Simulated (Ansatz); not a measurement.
Isolated molecules relaxed with PBE0-D4/def2-TZVP in Ansatz; ΔE leaves out vibrations. CCSD(T)/CBS adds triple-zeta CCSD(T) − MP2 to the extrapolated MP2 energy (def2 sets, frozen cores). This one scheme is used for every species. DFT in def2-TZVPP. B3LYP here is the variant with VWN-RPA as its local correlation; programs differ in this. For Se outer-core shells are correlated without core-valence functions, which leaves a few kJ/mol of doubt a bond. Scalar relativity is left out up to krypton. Each species was taken in one conformer, which may not be the lowest.

Consider the ligand exchange at the Si–C bond: `C#C[SiH2]CCl` + H₂Se → `ClC[SiH2][SeH]` + acetylene.

`C#C[SiH2]CCl`:

```xyz
10

C    -0.021    1.634    2.028
C     0.023    0.648    1.336
Si    0.097   -0.834    0.281
C     0.073   -0.328   -1.530
Cl   -1.471    0.468   -1.932
H    -0.063    2.507    2.639
H     1.367   -1.557    0.552
H    -1.059   -1.714    0.567
H     0.877    0.372   -1.760
H     0.177   -1.197   -2.181
```

H₂Se:

```xyz
3

Se    0.066   -0.172    0.659
H    -0.697   -0.712   -0.472
H     0.630    0.885   -0.187
```

`ClC[SiH2][SeH]`:

Cartesian coordinates in Å:
```
Cl 1.333 -1.960 -1.072
C 1.062 -0.501 -0.076
Si -0.679 0.125 -0.412
Se -1.110 2.013 0.793
H 1.206 -0.779 0.968
H 1.816 0.237 -0.347
H -0.792 0.534 -1.831
H -1.648 -0.947 -0.086
H -1.188 1.278 2.062
```

`C#C`:

Cartesian coordinates in Å:
```
C -0.008 0.342 0.491
C 0.008 -0.342 -0.491
H -0.022 0.951 1.364
H 0.022 -0.951 -1.364
```

**Question.** Is it downhill or uphill in electronic energy at CCSD(T)/CBS, and by how much? (Best estimate.)

**Answer.** The calculation gave: Downhill: ΔE = -30.3 kJ/mol.

**Question.** What do these levels give: PBE0-D4, B3LYP-D4, ωB97M-V, B2PLYP, PBE, SCS-MP2/def2-TZVPP, CCSD/def2-TZVPP, HF/def2-QZVPP, MP2/def2-QZVPP, SCS-MP2/def2-QZVPP, HF/CBS(def2), MP2/CBS(def2)? (Best estimate.)

**Answer.** Ansatz gave: PBE0-D4 -30.8, B3LYP-D4 -25.5, ωB97M-V -27.8, B2PLYP -25.2, PBE -29.2, SCS-MP2/def2-TZVPP -24.2, CCSD/def2-TZVPP -25.1, HF/def2-QZVPP -23.9, MP2/def2-QZVPP -30.3, SCS-MP2/def2-QZVPP -26.7, HF/CBS(def2) -23.8, MP2/CBS(def2) -32.6 kJ/mol.

Largest T1 diagnostic among the species: 0.013.
